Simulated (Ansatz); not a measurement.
Cost and result for the atomization energy of CH$_{4}$F$_{3}$NSn (`C[NH][Sn]([F])([F])[F]`) (10 atoms, 9 bonds).

Cartesian coordinates in Å:
```
C 0.846 -0.992 0.802
N -0.269 -0.049 0.782
Sn -0.647 0.979 -0.865
F 0.893 1.953 -1.375
F -2.059 2.206 -0.588
F -1.128 0.021 -2.432
H 0.666 -1.918 0.244
H 1.738 -0.515 0.394
H 1.067 -1.253 1.840
H -1.108 -0.432 1.198
```

Total charge 0; spin multiplicity 1. Correlated methods include outer-core shells of Sn, which these sets cover unevenly. Sn: def2 effective core potential. The structure was optimised at the PBE0-D4/def2-TZVP level. It is one conformer, not always the lowest. Program: Ansatz. All runs use 4 threads of an Arm Neoverse V2 on a shared host. Times are those of one run each, without the atoms' runs, and a repeat can differ threefold. Electronic energies, without spin–orbit coupling; frozen cores. CCSD(T)/CBS adds CCSD(T) − MP2 in def2-TZVPP to the MP2 limit, and its time is that of the two runs behind it. T1 = 0.014. With those shells the extrapolation isn't a true limit. B3LYP takes the VWN-RPA correlation (the form of Gaussian; ORCA's B3LYP/G).

CCSD(T)/CBS is a level of theory with its own doubt, some kJ/mol a heavy atom from the limit and from the frozen cores, so smaller differences don't rank the functionals.

```
                             level  functions  wall time
   PBE-D4/def2-TZVPP (with forces)        261      2.6 s
               BHLYP-D4/def2-TZVPP        261      3.5 s
r2SCAN-D4/def2-TZVPP (with forces)        261      4.8 s
 B3LYP-D4/def2-TZVPP (with forces)        261      5.5 s
             r2SCANh-D4/def2-TZVPP        261      5.5 s
               PBE-QIDH/def2-TZVPP        261      7.5 s
                 B2PLYP/def2-TZVPP        261      7.5 s
                ωB97X-V/def2-TZVPP        261        9 s
                 B97M-V/def2-TZVPP        261       10 s
                  CCSD(T)/def2-SVP        116       16 s
                    MP2/def2-QZVPP        487       26 s
                CCSD(T)/def2-TZVPP        261    8.6 min
                 CCSD(T)/CBS(def2)          –      9 min
```

Question: What atomization energy does each give, and how far from CCSD(T)/CBS? (Estimate.)

Answer: Computed: 
```csv
level,atomization (kJ/mol),difference from CCSD(T)/CBS,per bond
PBE-D4/def2-TZVPP (with forces),3639.1,59.3,6.6
BHLYP-D4/def2-TZVPP,3363.5,-216.3,-24.0
r2SCAN-D4/def2-TZVPP (with forces),3538.9,-40.9,-4.5
B3LYP-D4/def2-TZVPP (with forces),3525.2,-54.6,-6.1
r2SCANh-D4/def2-TZVPP,3493.8,-86.0,-9.6
PBE-QIDH/def2-TZVPP,3483.9,-95.9,-10.7
B2PLYP/def2-TZVPP,3500.3,-79.5,-8.8
ωB97X-V/def2-TZVPP,3567.7,-12.1,-1.3
B97M-V/def2-TZVPP,3561.1,-18.7,-2.1
CCSD(T)/def2-SVP,3270.5,-309.3,-34.4
MP2/def2-QZVPP,3625.6,45.8,5.1
CCSD(T)/def2-TZVPP,3442.1,-137.7,-15.3
CCSD(T)/CBS(def2),3579.8,0.0,0.0
```

From r2SCAN to r2SCAN0 (25 % exact exchange), in def2-TZVPP and without D4, the atomization energy moves by −109.8 kJ/mol: exact exchange takes away binding that semilocal exchange gives to molecules. In def2-TZVPP, CCSD(T) changes the Hartree–Fock value by +1049.2 kJ/mol (the triples alone add +71.3 kJ/mol) and MP2 by +1146.9 kJ/mol; breaking electron pairs costs correlation energy, which Hartree–Fock lacks. At CCSD(T), def2-SVP lies −309.3 kJ/mol from the extrapolated value and def2-TZVPP −137.7 kJ/mol: correlation converges slowly with the basis, and small sets miss more of it in the bonded molecule than in its fragments.

Spin–orbit coupling would lower the free Sn atoms strongly, and the atomization energy with them, by more than many differences here. For some Ge, Se and Sn compounds the MP2-based and the directly extrapolated limit differ by 10 to 25 kJ/mol.
